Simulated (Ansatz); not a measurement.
Isolated molecules relaxed with PBE0-D4/def2-TZVP in Ansatz; ΔE leaves out vibrations. CCSD(T)/CBS is the MP2 limit (def2-TZVPP, def2-QZVPP) plus CCSD(T) − MP2 in def2-TZVPP, frozen cores. DFT in def2-TZVPP. For Br outer-core shells are correlated without core-valence functions, which leaves a few kJ/mol of doubt a bond. Scalar relativity is left out up to krypton. One conformer a species, not always the lowest.

Reaction (redistribution): `C[SiH](F)Br` + `F[Si](F)(F)CS` → `C[SiH](F)CS` + `F[Si](F)(F)Br`

```csv
level,ΔE (kJ/mol)
ωB97M-V,16.3
PBE,16.6
CCSD(T)/def2-TZVPP,16.1
MP2/CBS(def2),14.8
```

What does CCSD(T)/CBS give? (Estimate.)

The calculation gave: +15.6 kJ/mol. The listed levels differ from it by 0.7, 1.0, 0.5, -0.8 kJ/mol.

Largest T1 diagnostic among the species: 0.011.

In def2-TZVPP, CCSD(T) changes the Hartree–Fock value by −6.9 kJ/mol (the triples alone add −1.2 kJ/mol) and MP2 by −7.7 kJ/mol.
